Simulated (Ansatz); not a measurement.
Cost and result for the atomization energy of `F[Si]1(S)C[SiH2]1` (10 atoms, 10 bonds).

```xyz
10

F    -1.697   -1.648    0.057
Si   -0.738   -0.457   -0.406
S    -1.626    0.761   -1.885
C     0.196    0.379    0.970
Si    1.483   -0.496   -0.172
H    -2.519    1.322   -1.047
H     0.121   -0.069    1.961
H     0.205    1.466    1.024
H     2.193   -1.630    0.465
H     2.382    0.372   -0.968
```

Charge 0, multiplicity 1. The structure was optimised at the PBE0-D4/def2-TZVP level. It is one conformer, not always the lowest. Program: Ansatz. All runs use 4 threads of an Arm Neoverse V1 on a shared host. Times are those of one run each, without the atoms' runs, and a repeat can differ threefold. Electronic energies, without spin–orbit coupling; frozen cores. CCSD(T)/CBS adds CCSD(T) − MP2 in def2-TZVPP to the MP2 limit, and its time is that of the two runs behind it. T1 = 0.013. B3LYP takes the VWN-RPA correlation (the form of Gaussian; ORCA's B3LYP/G).

CCSD(T)/CBS is a level of theory with its own doubt, some kJ/mol a heavy atom from the limit and from the frozen cores, so smaller differences don't rank the functionals.

| level | functions | wall time | atomization (kcal/mol) | difference from CCSD(T)/CBS | per bond |
| --- | --- | --- | --- | --- | --- |
| PBE-D4/def2-TZVPP (with forces) | 258 | 2.9 s | 834.2 | 9.4 | 0.9 |
| PBE0-D4/def2-TZVPP | 258 | 3.8 s | 822.5 | -2.3 | -0.2 |
| r2SCAN-D4/def2-TZVPP (with forces) | 258 | 6 s | 829.1 | 4.3 | 0.4 |
| B3LYP-D4/def2-TZVPP (with forces) | 258 | 6 s | 818.5 | -6.3 | -0.6 |
| B2PLYP/def2-TZVPP | 258 | 6.5 s | 809.7 | -15.1 | -1.5 |
| ωB97X-V/def2-TZVPP | 258 | 9.5 s | 830.2 | 5.4 | 0.5 |
| ωB97M-V/def2-TZVPP (with forces) | 258 | 14 s | 827.1 | 2.3 | 0.2 |
| MP2/def2-QZVPP | 474 | 23 s | 827.8 | 3.0 | 0.3 |
| CCSD(T)/def2-TZVPP | 258 | 2.6 min | 799.4 | -25.4 | -2.5 |
| CCSD(T)/CBS(def2) | – | 3 min | 824.8 | 0.0 | 0.0 |

The D4 term adds +10.5 kcal/mol with B3LYP and +5.5 kcal/mol with PBE0; it sums over pairs of atoms, weighted by their polarisabilities, and B3LYP, whose exchange is more repulsive, gets the larger term. From PBE to PBE0 (25 % exact exchange), in def2-TZVPP and without D4, the atomization energy moves by −10.8 kcal/mol: exact exchange takes away binding that semilocal exchange gives to molecules. In def2-TZVPP, CCSD(T) changes the Hartree–Fock value by +200.0 kcal/mol (the triples alone add +13.3 kcal/mol) and MP2 by +213.2 kcal/mol; breaking electron pairs costs correlation energy, which Hartree–Fock lacks.
